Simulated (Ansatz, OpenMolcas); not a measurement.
The same job for OpenMolcas

Ansatz 0.2.0 runs this on doublet [TiO2]+:

job.yaml:
```yaml
basis:
  gaussian: {orbitals: 3-21G-spherical.json}
crystal:
  periodic: [false, false, false]
  atoms:
    - {symbol: O, position_ang: [0.921000, 0.928800, 0.444600]}
    - {symbol: Ti, position_ang: [0.135000, -0.492000, 0.331600]}
    - {symbol: O, position_ang: [-1.056100, -0.436800, -0.776200]}
total_charge: 1
magnetization: {spin_polarized: true, initial_magnetization: 1}
hamiltonian: {xc: hf}
accuracy: high
output: {orbitals: {seedname: orbitals}}
```

```bash
$ ansatz run job.yaml --threads 1 --pin off --max-ram 3480MiB --events-out events.jsonl --progress --plain --runs-dir runs
```

(Basis files named in the input come from the Basis Set Exchange and aren't shown.)

The shape is that of a PBE0-D4/def2-TZVP optimisation. That shape belongs to the parent species and isn't relaxed for this state.

The reference is spin-contaminated (⟨S²⟩ = 1.33).

It gives a total energy of -992.880004 Eh.

Q: Write the same calculation for OpenMolcas 26.06 as an input file of the program's own.

A: One way, which was run:

coord.xyz:
```
3

O      0.921000     0.928800     0.444600
Ti     0.135000    -0.492000     0.331600
O     -1.056100    -0.436800    -0.776200
```

job.input:
```
&GATEWAY
 BASLIB=$CurrDir
 COORD=coord.xyz
 BASIS=3-21G
 GROUP=NoSym

&SEWARD

&SCF
 UHF
 CHARGE=1
 SPIN=2
 THRESHOLDS=1e-10 1e-07 1e-07 1e-05
 PRORBITALS=1
```

```bash
$ export MOLCAS_MEM=1860
$ pymolcas job.input > job.log
```

(Basis files named in the input come from the Basis Set Exchange and aren't shown.)

Its energy is -992.880004 Eh, 0.000 mEh from the first.
